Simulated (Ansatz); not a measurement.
Species: BHF, charge 0, doublet. BHF (SMILES [BH]F, doublet).
B3LYP-D3(BJ)/def2-TZVP minimum from Ansatz (a quantum-chemistry and plane-wave program):
```
B
F 1 1.3046
H 1 1.2028 2 121.00
```
Charge 0, spin multiplicity 2.

Total energies in hartree (Ansatz). UHF or UKS for unpaired electrons; spin-orbit terms are left out. Cores are frozen in correlated methods. No relativity. Where a partner has so few electrons that a lower coupled-cluster level is exact, that level stands in.

```tsv
species	HF/cc-pVTZ	CCSD(T)/cc-pVTZ	HF/cc-pVQZ	CCSD(T)/cc-pVQZ	CCSDT(Q)/cc-pVQZ
1: BHF (SMILES F[BH], doublet)	-124.73265	-125.08080	-124.74296	-125.11876	-125.11945
2: B (doublet)	-24.53207	-24.59810	-24.53297	-24.60084	-24.60125
3: F (doublet)	-99.40552	-99.62036	-99.41377	-99.65026	-99.65054
4: H (doublet)	-0.49981	-0.49981	-0.49995	-0.49995	-0.49995
```

**Question.** Work out the atomisation energy (electronic, to ground-state atoms) in kcal/mol: take Hartree-Fock from cc-pVQZ, extrapolate the CCSD(T) correlation energy as X^-3 (X = 3, 4), and add CCSDT(Q) - CCSD(T) in cc-pVQZ. 1 hartree = 627.51 kcal/mol.

**Answer.** 
Species 1: correlation (64·(-0.37580) - 27·(-0.34815))/37 = -0.39598; step -0.00069; E1 = -124.74296 + (-0.39598) + (-0.00069) = -125.13963
Species 2: correlation (64·(-0.06787) - 27·(-0.06603))/37 = -0.06921; step -0.00041; E2 = -24.53297 + (-0.06921) + (-0.00041) = -24.60259
Species 3: correlation (64·(-0.23649) - 27·(-0.21484))/37 = -0.25229; step -0.00028; E3 = -99.41377 + (-0.25229) + (-0.00028) = -99.66634
Species 4: correlation (64·(0.00000) - 27·(0.00000))/37 = 0.00000; step +0.00000; E4 = -0.49995 + (0.00000) + (+0.00000) = -0.49995
-1·E1 +1·E2 +1·E3 +1·E4 = 0.37075 hartree = 232.6 kcal/mol.
